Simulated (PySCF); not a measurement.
# What a mistake does to a calculation on AlGeH4N2 cation

Calculated results; nothing here was measured. They come from PySCF 2.14.0, an open-source quantum chemistry program, on an isolated molecule that a program drew, which may never have been made. The molecule is AlGeH4N2 cation (charge +1, singlet), drawn as the SMILES string `[NH2][Al+][N]=[GeH2]`.

Each row is a Hartree-Fock (HF) and frozen-core CCSD(T) single point in the cc-pV(D+d)Z basis, meant for a local HF minimum. Run 1 is clean. Each other run has one planted mistake out of seven kinds, and not every kind appears here: one electron removed, one electron added, multiplicity raised by two, geometry at a saddle point, minimal basis STO-3G, one bond length entered in bohr, all coordinates scaled. The reference is restricted for singlets and unrestricted otherwise, and also for a bond in bohr. Adding or removing an electron swaps singlet and doublet. Electrons count all cores. HOMO and LUMO are orbital energies over both spins, the gradient is its largest component, and the lowest frequency (negative if imaginary) is given only where the gradient is small. Bond lengths are over the 7 bonds as drawn. T1 is the CCSD diagnostic: over 0.02 (restricted) or 0.045 (unrestricted) a single reference is doubtful. Germanium has the cc-pVDZ-PP basis, with a core potential (ECP10MDF) in place of its 10 inner electrons, and its 3s, 3p and 3d shells are frozen in CCSD(T).

Geometry of the clean run:
```xyz
8
AlGeH4N2 cation, angstrom
N    -0.6841    2.1307    2.6512
Al   -0.4196    0.8259    1.5657
N    -0.1641   -0.4335    0.5181
Ge    0.0960   -1.7139   -0.5468
H    -1.5194    2.6887    2.6915
H    -0.0273    2.4500    3.3421
H     1.3920   -2.4966   -0.5287
H    -0.9584   -2.1209   -1.5544
```

| run | electrons | basis functions | <S^2> | HOMO (eV) | LUMO (eV) | gradient (hartree/bohr) | lowest frequency (cm^-1) | mean bond (Å) | longest bond (Å) | T1 | HF (hartree) | CCSD(T) (hartree) | mistake |
|---|---|---|---|---|---|---|---|---|---|---|---|---|---|
| 1 | 62 | 94 | 0.000 | -15.07 | -3.42 | 9.4e-06 | 78 | 1.4429 | 1.718 | 0.0191 | -646.31442 | -646.82571 | no fault |
| 2 | 62 | 94 | 2.019 | -10.50 | -5.58 | 1.0e-01 | - | 1.4429 | 1.718 | 0.0269 | -646.20953 | -646.68679 | multiplicity raised by two |
| 3 | 62 | 94 | 0.000 | -15.46 | -3.27 | 4.5e-02 | - | 1.3736 | 1.635 | 0.0165 | -646.28826 | -646.78709 | all coordinates scaled |
| 4 | 63 | 94 | 0.767 | -4.80 | 1.32 | 7.3e-02 | - | 1.4429 | 1.718 | 0.0206 | -646.46448 | -646.99315 | ? |
| 5 | 61 | 94 | 0.759 | -19.26 | -11.87 | 9.7e-02 | - | 1.4429 | 1.718 | 0.0685 | -645.81485 | -646.28760 | ? |

**Which mistake was planted in run 4, and what did it cost?**

It counts 63 electrons, one more than the clean run, at the same geometry and basis. So the mistake is: one electron added. Subtracting run 1 and multiplying by 627.51 kcal/mol a hartree, the energy moved by -94.2 kcal/mol in HF and -105.1 kcal/mol in CCSD(T).

**Which mistake was planted in run 5, and what did it cost?**

It counts 61 electrons, one fewer than the clean run, at the same geometry and basis. So the mistake is: one electron removed. Subtracting run 1 and multiplying by 627.51 kcal/mol a hartree, the energy moved by 313.5 kcal/mol in HF and 337.7 kcal/mol in CCSD(T).

Cautions from the logs. Run 5: T1 is over the limit, so its CCSD(T) energy is less reliable.
